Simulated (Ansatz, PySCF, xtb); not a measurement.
Breaking a bond: MgH, doublet.

Computed with: UKS-B3LYP/6-311+G** = PySCF with unrestricted B3LYP/6-311+G**, spherical d; UKS-BLYP = unrestricted BLYP/cc-pVTZ (Ansatz, a quantum-chemistry and plane-wave program); UKS-LDA (SVWN5)/6-31G* = unrestricted LDA (SVWN5)/6-31G*, spherical d (PySCF); GFN1-xTB (xtb); UCCSD(T) = Ansatz with CCSD(T) on UHF/cc-pVTZ, frozen core.

Energies are in kJ/mol, each relative to the lowest point of its own curve near equilibrium.

```
R / Å  UKS-B3LYP/6-311+G**  UKS-BLYP  UKS-LDA (SVWN5)/6-31G*  GFN1-xTB  UCCSD(T)
-----  -------------------  --------  ----------------------  --------  --------
1.33                 111.7     113.3                   119.5      98.5     116.1
1.38                  80.3      81.9                    87.2      71.4      83.3
1.49                  33.6      34.9                    38.3      33.3      34.7
1.57                  14.3      15.2                    17.4      17.5      14.6
1.66                   3.1       3.5                     4.5       6.9       3.0
1.70                   0.8       1.1                     1.7       4.0       0.8
1.74                   0.0       0.0                     0.2       1.9       0.0
1.79                   0.6       0.2                     0.0       0.5       0.8
1.84                   2.7       1.9                     1.4       0.0       3.1
1.91                   7.5       6.2                     5.4       0.9       8.6
1.98                  14.1      12.2                    11.3       3.4      15.9
2.13                  31.7      28.2                    27.9      12.4      35.4
2.40                  65.5      59.5                    61.8      34.9      73.3
2.63                  89.6      82.4                    87.7      57.0      99.9
2.92                 110.9     103.6                   112.1      85.3     119.9
3.16                 122.0     115.4                   125.8     106.8     127.3
3.48                 130.4     125.2                   137.4     130.5     130.9
3.81                 134.5     130.7                   144.3     148.1     131.9
4.22                 136.5     133.7                   148.7         —     132.2
4.76                 137.2     134.6                   151.4         —     132.2
5.30                 137.3     134.8                   152.5         —     132.3
6.00                 137.3     134.7                   153.2         —     132.3
6.86                 137.3     134.7                   153.4         —     132.3
```

At the longest distance, 6.86 Å, UKS-LDA (SVWN5)/6-31G* lies highest above its minimum (153.4 kJ/mol) and UCCSD(T) lowest (132.3 kJ/mol).

Dashes: no converged value, or the column stops at the first point that the program doubted or that broke a chosen test of continuity, which isn't proof of a fault.

The unrestricted determinant behind UCCSD(T) is spin-contaminated at 2.40 to 3.16 Å (<S²> up to 0.9, against 0.75 for a pure doublet).
